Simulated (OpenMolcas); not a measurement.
**Au3+: ligand-field states by method**

Au3+ with 6 ligands (fluoride) in trigonal prismatic coordination (D3h) at 2.21 Å, a polar angle of 55.5° against the regular 49.1°. A charge of +0.5 e stands 3.2 Å behind each ligand. Ligand basis ANO-RCC-VDZP.

```yaml
Program: OpenMolcas
Basis: ANO-RCC-VDZP [7s6p4d2f]
Scalar_Hamiltonian: DKH2, point nucleus
Active_space: 8 electrons in 5 orbitals (5d)
State_averaging: 2S+1 = 3 even, 10 roots; 2S+1 = 1 even, 15 roots
Spin-orbit_coupling: RASSI with atomic mean-field integrals over the reference wave functions
```

I. CASSCF
II. SS-CASPT2, IPEA 0.25 Eh, imaginary shift 0.1 Eh (the 30 lowest orbitals frozen, all others correlated)
III. SS-CASPT2, IPEA 0 Eh, imaginary shift 0.1 Eh (the 30 lowest orbitals frozen, all others correlated)

Spin-free states (labels of D3, the rotations of D3h) in cm-1, each column counted from its own energy of the first state listed:

```
State  Degeneracy      I     II    III
  3A2           1      0      0      0
  3A2           1   5603   7160   5860
  3A1           1   5660   6800   5370
   3E           2   7106   8520   7370
   1E           2  10791   4760   4850
  1A1           1  15171   8660   7390
   1E           2  15999   8950   6950
   3E           2  17016  24080  25370
   3E           2  19843  21200  21160
  1A1           1  20131  14090  11780
  1A2           1  21304  13720   9310
  3A2           1  22466  25070  25210
   1E           2  24370  23220  23790
   1E           2  27325  26030  26800
   1E           2  29888  31520  32400
  1A1           1  30236  27230  25430
  1A1           1  49940  45470  44820
```

From I to II, I's first state of the same spin (3A2) moves from 5603 to 7160 cm-1, by about +1600 cm-1. In II another state of that kind comes below it.

From I to II, I's first state of another spin (1E) moves from 10791 to 4760 cm-1, by about -6000 cm-1.

χT at 300 K: I 0.79, II 0.56, III 0.53 cm3 K/mol.

The states above are spin-free; spin-orbit coupling is strong here and shifts and splits them by thousands of cm-1.

Roots that are degenerate in the reference are averaged as groups; the widest CASPT2 spread within a group is 140 cm-1 (the 2-fold group of multiplicity 3 near 24100 cm-1 above the lowest state of its run, II). Shifts and gaps below about the spread of the groups concerned are not significant. Over all roots computed the reference weight is 0.65 to 0.69 in II, 0.61 to 0.69 in III; the roots of lowest weight are the least certain, and an intruder state may touch them. Real 4d8 and 5d8 ions are as a rule square planar and diamagnetic. The least metal-like active orbital is 80 % on the metal (Löwdin) and no ligand orbital is active, so the numbers are rough. Ligand-to-metal charge-transfer states are missing. With no ligand orbital active B as a rule stays too high, so bands that hang on it stand too high and its fall with covalency is understated. Without dynamic correlation the repulsion within the d shell is too large (B by tens of per cent), so at a given field states of lower spin stand too high (holds for I). With metal d orbitals alone the field can be off either way by tens of per cent (holds for I). The distance lies 2 % over the 2.16 Å that this model takes as the normal distance (a Shannon-type radius plus a fixed donor radius); by an R⁻⁵ law this alone changes a d-shell field by about -11 %. No measured value stands beside these numbers; the geometry is a model, was not optimised and need not be the one that this ion takes.
